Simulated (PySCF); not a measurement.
Steps of a relaxation of BiF5

BiF5 (singlet; a saddle point, relaxed within its symmetry). PySCF 2.14.0, RKS PBE, Bi def2-SVP with ECP60, F def2-SVP; non-relativistic Hamiltonian with scalar-relativistic core potentials where named; density fitting; no spin-orbit coupling. Origin of the start: template. Columns: position (Å) and force (eV/Å). Energies are counted from the last step; some of the 5 steps are shown. Forces carry noise of the integration grid, about 0.01 to 0.03 eV/Å.

Run from Python with OMP_NUM_THREADS=2. Where DIIS fails, smearing, a level shift and second-order steps follow.
It took 11 s on 2 threads of Arm Neoverse V2, on a shared host, from the converged density of the start.

```xyz
6
step 0  E = 0.279 eV
Bi    0.0000    0.0000   -0.0112     0.00    0.00    0.04
F     0.0000    0.0000    1.9496     0.00    0.00    1.43
F     1.9095    0.0000   -0.4567     1.75    0.00   -0.37
F     0.0000    1.9095   -0.4567     0.00    1.75   -0.37
F    -1.9095    0.0000   -0.4567    -1.75    0.00   -0.37
F     0.0000   -1.9095   -0.4567     0.00   -1.75   -0.37
```

```xyz
6
step 1  E = 0.001 eV
Bi    0.0000    0.0000   -0.0149     0.00    0.00   -0.02
F     0.0000    0.0000    2.0067     0.00    0.00   -0.11
F     1.9842    0.0000   -0.4700    -0.05    0.00    0.03
F     0.0000    1.9842   -0.4700     0.00   -0.05    0.03
F    -1.9842    0.0000   -0.4700     0.05    0.00    0.03
F     0.0000   -1.9842   -0.4700     0.00    0.05    0.03
```

```xyz
6
step 3  E = 0.000 eV
Bi    0.0000    0.0000   -0.0212     0.00    0.00   -0.02
F     0.0000    0.0000    1.9949     0.00    0.00    0.01
F     1.9835    0.0000   -0.4655     0.01    0.00    0.00
F     0.0000    1.9835   -0.4655     0.00    0.01    0.00
F    -1.9835    0.0000   -0.4655    -0.01    0.00    0.00
F     0.0000   -1.9835   -0.4655     0.00   -0.01    0.00
```

Task: Where does the relaxation end?

Result: It converges at step 4 in C4v:
```xyz
6
step 4  E = 0
Bi    0.0000    0.0000   -0.0227
F     0.0000    0.0000    1.9935
F     1.9841    0.0000   -0.4647
F     0.0000    1.9841   -0.4647
F    -1.9841    0.0000   -0.4647
F     0.0000   -1.9841   -0.4647
```

Task: How did the contacts change?

Result: 
```csv
contact,start (Å),end (Å)
Bi1–F2 (F),1.961,2.016
Bi1–F3 (F),1.961,2.033
Bi1–F4 (F),1.961,2.033
Bi1–F5 (F),1.961,2.033
Bi1–F6 (F),1.961,2.033
```
